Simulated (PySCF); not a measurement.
B$_{2}$FH$_{4}$Si, CH$_{4}$BFSi, BH$_{5}$OSi$_{2}$, CH$_{6}$BOSi and others (calculated)

Computed with PySCF 2.14.0. Calculation on a computer-drawn molecule: the log of a Hartree-Fock and frozen-core CCSD(T) single point meant for a local Hartree-Fock minimum, with one planted fault or none, to be diagnosed. Offsets are logged minus clean, where the clean run is the same molecule without the fault. The reference is restricted for singlets and unrestricted otherwise, and also for a bond in bohr or an excited solution. Adding or removing an electron swaps singlet and doublet. The excited solution moves the top pair (singlet) or top alpha electron (doublet) to the lowest empty orbital. Highest occupied and lowest empty are orbital energies over both spins, largest force is the largest gradient component, triples share is (T) over the correlation energy, the T1 limit is 0.02 restricted and 0.045 unrestricted, electrons count all cores, a negative frequency is imaginary (commonest isotopes), and the dipole is about the centre of nuclear charge.

Common to all runs: meant charge 0; meant basis cc-pV(D+d)Z; logged SCF converged yes; possible faults no fault, one electron removed, one electron added, multiplicity raised by two, geometry at a saddle point, SCF held on an excited solution, minimal basis STO-3G, one bond length entered in bohr, all coordinates scaled.

(1) B$_{2}$FH$_{4}$Si

Logged structure:
```xyz
8
B2FH4Si
B     -0.4593     2.4240     0.3856
Si     0.5979     0.8775     1.2721
B      2.1364    -0.2207     0.3361
F      2.4955     0.0921    -0.9728
H     -0.1924     2.7626    -0.7908
H     -1.3645     3.0299     1.0051
H      0.2803     0.4502     2.7260
H      2.7630    -1.1566     0.8908
```

* meant multiplicity: 2
* logged electrons: 37
* logged basis functions: 85
* logged spin squared: 0.7646
* logged highest occupied: -8.4769 eV
* logged lowest empty: 0.029711 eV
* logged largest force: 0.04397 hartree/bohr
* logged T1 diagnostic: 0.018482
* logged D1 diagnostic: 0.067462
* logged triples share: 0.025634
* logged CC converged: yes
* logged dipole magnitude: 1.1809 debye
* logged SCF stable within its kind: yes
* logged energy HF: -440.04482 hartree
* logged energy CCSD(T): -440.54078 hartree
* planted fault: all coordinates scaled, by +4.6 %
* HF energy offset from clean run: 8.287 kcal/mol
* CCSD(T) energy offset from clean run: 5.693 kcal/mol

Drawn bonds:
```csv
atom,other atom,order
1,2,1
2,3,1
3,4,1
1,5,1
1,6,1
2,7,1
3,8,1
```

(2) CH$_{4}$BFSi

Logged structure:
```xyz
8
CH4BFSi
B     -0.2299    -0.4945     1.4919
Si     0.9725    -0.5404    -0.1038
C      2.6467    -0.7476    -0.0337
F      0.2277    -0.3613    -1.5227
H      0.2733    -0.6227     2.5690
H     -1.4118    -0.3457     1.4010
H      3.1074    -0.8645     0.9419
H      3.9213    -0.8020    -1.6345
```

- meant multiplicity: 1
- logged electrons: 38
- logged basis functions: 85
- logged spin squared: 1.2832
- logged highest occupied: -8.2988 eV
- logged lowest empty: 0.73175 eV
- logged largest force: 0.054218 hartree/bohr
- logged T1 diagnostic: 0.067419
- logged D1 diagnostic: 0.23266
- logged triples share: 0.035391
- logged CC converged: yes
- logged dipole magnitude: 1.7766 debye
- logged SCF stable within its kind: yes
- logged energy HF: -453.10829 hartree
- logged energy CCSD(T): -453.64579 hartree
- planted fault: one bond length entered in bohr, row 7 of the drawn bonds
- HF energy offset from clean run: 77.67 kcal/mol
- CCSD(T) energy offset from clean run: 88.7 kcal/mol

Drawn bonds:
```csv
atom,other atom,order
1,2,1
2,3,2
2,4,1
1,5,1
1,6,1
3,7,1
3,8,1
```

Notes: T1 above single-reference limit.

(3) BH$_{5}$OSi$_{2}$

Logged structure:
```xyz
9
BH5OSi2
B     -3.6015     1.6508    -1.8730
Si    -1.6508     2.2101    -1.9645
O     -1.1249     3.1402    -3.0284
Si    -0.1862     1.3345    -0.3052
H     -3.9870     0.6701    -2.4430
H     -4.3929     2.2834    -1.2336
H     -0.9387     0.4517     0.6201
H      0.8819     0.5530    -0.9669
H      0.4035     2.4557     0.4595
```

* meant multiplicity: 1
* logged electrons: 46
* logged basis functions: 33
* logged spin squared: 0
* logged highest occupied: -6.5896 eV
* logged lowest empty: 5.9099 eV
* logged largest force: 0.04676 hartree/bohr
* logged T1 diagnostic: 0.019034
* logged D1 diagnostic: 0.067854
* logged triples share: 0.033631
* logged CC converged: yes
* logged dipole magnitude: 2.3548 debye
* logged SCF stable within its kind: yes
* logged energy HF: -672.23115 hartree
* logged energy CCSD(T): -672.47039 hartree
* planted fault: minimal basis STO-3G
* HF energy offset from clean run: 5054 kcal/mol
* CCSD(T) energy offset from clean run: 5234 kcal/mol

Drawn bonds:
```csv
atom,other atom,order
1,2,1
2,3,2
2,4,1
1,5,1
1,6,1
4,7,1
4,8,1
4,9,1
```

(4) B$_{2}$FH$_{4}$Si

Logged structure:
```xyz
8
B2FH4Si
B     -0.3184    -2.5309     0.5910
Si     0.6148    -0.8110     0.8072
B      0.5814     0.7501    -0.3917
F      1.5261    -0.6616     2.1408
H     -0.9992    -2.6714    -0.3847
H     -0.2255    -3.4170     1.3887
H      1.1918     1.7519    -0.1599
H     -0.0831     0.6694    -1.3854
```

- meant multiplicity: 2
- logged electrons: 37
- logged basis functions: 85
- logged spin squared: 0.7548
- logged highest occupied: -5.0465 eV
- logged lowest empty: -2.9858 eV
- logged largest force: 0.018279 hartree/bohr
- logged dipole magnitude: 0.24549 debye
- logged SCF stable within its kind: no
- logged energy HF: -439.9331 hartree
- planted fault: SCF held on an excited solution
- HF energy offset from clean run: 72.69 kcal/mol

Drawn bonds:
```csv
atom,other atom,order
1,2,1
2,3,1
2,4,1
1,5,1
1,6,1
3,7,1
3,8,1
```

Notes: coupled-cluster numbers left out as unreliable.

(5) CH$_{6}$BOSi

Logged structure:
```xyz
10
CH6BOSi
B      0.1463    -0.0715     2.1715
Si     0.2750    -0.4169     0.3039
C     -0.6677    -1.7014    -0.6786
O      1.2814     0.4242    -0.6837
H     -0.6206    -0.7430     2.8074
H      0.8046     0.7826     2.6930
H     -1.2680    -1.2358    -1.4663
H     -1.3390    -2.2574    -0.0211
H      0.0130    -2.4138    -1.1548
H      1.3151     0.2253    -1.6069
```

* meant multiplicity: 2
* logged electrons: 39
* logged basis functions: 95
* logged spin squared: 0.7586
* logged highest occupied: -2.6185 eV
* logged lowest empty: -1.3294 eV
* logged largest force: 0.086703 hartree/bohr
* logged dipole magnitude: 4.0251 debye
* logged SCF stable within its kind: no
* logged energy HF: -429.67485 hartree
* planted fault: SCF held on an excited solution
* HF energy offset from clean run: 105.5 kcal/mol

Drawn bonds:
```csv
atom,other atom,order
1,2,1
2,3,1
2,4,1
1,5,1
1,6,1
3,7,1
3,8,1
3,9,1
4,10,1
```

Notes: coupled-cluster numbers left out as unreliable.

(6) BFH$_{5}$Si$_{2}$

Logged structure:
```xyz
9
BFH5Si2
B     -0.2447    -1.4243     1.3541
Si    -0.8269     0.3657     0.9319
F      0.2566     1.5606     0.7478
Si    -2.9888     1.2241     0.6029
H     -1.0983    -2.2576     1.4760
H      0.9104    -1.7031     1.4906
H     -3.9430     0.1088     0.7894
H     -3.2660     2.2955     1.5850
H     -3.1160     1.7737    -0.7651
```

- meant multiplicity: 2
- logged electrons: 46
- logged basis functions: 99
- logged spin squared: 0
- logged highest occupied: -17.068 eV
- logged lowest empty: -6.6964 eV
- logged largest force: 0.067064 hartree/bohr
- logged T1 diagnostic: 0.017016
- logged D1 diagnostic: 0.057844
- logged triples share: 0.023211
- logged CC converged: yes
- logged dipole magnitude: 3.3194 debye
- logged SCF stable within its kind: yes
- logged energy HF: -704.62823 hartree
- logged energy CCSD(T): -705.13412 hartree
- planted fault: one electron removed
- HF energy offset from clean run: 172.5 kcal/mol
- CCSD(T) energy offset from clean run: 181.7 kcal/mol

Drawn bonds:
```csv
atom,other atom,order
1,2,1
2,3,1
2,4,1
1,5,1
1,6,1
4,7,1
4,8,1
4,9,1
```
